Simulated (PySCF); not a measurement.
Job for PySCF: R-HF/3-21G on AlS-, 2S+1 = 1, a point of a bond scan (R = 2.293 Å). Charge -1.

```python
from pyscf import gto, scf, dft, mp
from pyscf.data.elements import chemcore

mol = gto.M(
    atom='''
    Al    0.00000000    0.00000000    0.00000000
    S     0.00000000    0.00000000    2.29273100
    ''',
    basis='3-21g',
    charge=-1, spin=0, verbose=3, max_memory=1800)
mf = scf.RHF(mol)
mf.conv_tol = 1e-8
mf.max_cycle = 100
mf.kernel()
if not mf.converged:
    mf = mf.newton().run(mf.mo_coeff, mf.mo_occ)
```

Program output:

```
converged SCF energy = -636.231084978347
```

Self-consistency was reached.

Cost: around 0.12 core-seconds (rough).
